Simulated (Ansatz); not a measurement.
C7H7O3S, SMILES Cc1ccc(S(=O)(=O)[O-])cc1, charge -1. Atoms are numbered in the order given.

```xyz
18

C     -4.1120    -0.4646     0.1303
C     -2.6178    -0.3094     0.0811
C     -1.9607    -0.0398    -1.1252
C     -0.5800     0.1391    -1.1707
C      0.1721     0.0446    -0.0017
S      1.9730     0.2204    -0.0632
O      2.3348     0.7698     1.2679
O      2.2140     1.1429    -1.2014
O      2.4565    -1.1650    -0.2963
C     -0.4639    -0.2181     1.2095
C     -1.8452    -0.3955     1.2452
H     -4.5031    -0.8832    -0.8081
H     -4.6119     0.5055     0.2885
H     -4.4197    -1.1275     0.9516
H     -2.5455     0.0342    -2.0469
H     -0.0635     0.3641    -2.1048
H      0.1422    -0.2691     2.1151
H     -2.3386    -0.6030     2.1994
```
Charge -1, spin multiplicity 1.

The structure is a stationary point at PBE0-D3(BJ)/def2-SVPD. One conformer was computed; it need not be the lowest.

Two levels are set side by side: PBE-D3(BJ)/def2-SVPD (Ansatz, an electronic-structure program) and PBE0-D3(BJ)/def2-SVPD (Ansatz). Each level has its own optimised geometry; the coordinates shown are those of the second. Differences are taken from unrounded values.

```
quantity              PBE0-D3(BJ)  PBE-D3(BJ)  PBE-D3(BJ) minus PBE0-D3(BJ)
--------------------  -----------  ----------  ----------------------------
mean bond length (Å)        1.323       1.335                         0.012
bond C1–C2 (Å)              1.503       1.510                         0.007
bond C2–C3 (Å)              1.400       1.413                         0.013
bond C2–C11 (Å)             1.400       1.407                         0.007
bond C3–C4 (Å)              1.393       1.399                         0.006
bond C4–C5 (Å)              1.393       1.406                         0.013
bond C5–S6 (Å)              1.811       1.833                         0.023
bond C5–C10 (Å)             1.393       1.400                         0.007
bond S6–O7 (Å)              1.485       1.508                         0.024
bond S6–O8 (Å)              1.485       1.510                         0.025
bond S6–O9 (Å)              1.486       1.510                         0.024
bond C10–C11 (Å)            1.393       1.405                         0.012
bond C1–H12 (Å)             1.099       1.110                         0.010
bond C1–H13 (Å)             1.103       1.110                         0.007
bond C1–H14 (Å)             1.099       1.106                         0.007
bond C3–H15 (Å)             1.094       1.102                         0.008
bond C4–H16 (Å)             1.091       1.099                         0.008
```

GGA bonds tend to be longer and softer than those of functionals with exact exchange. Differences between two approximate levels are no errors against the true value.
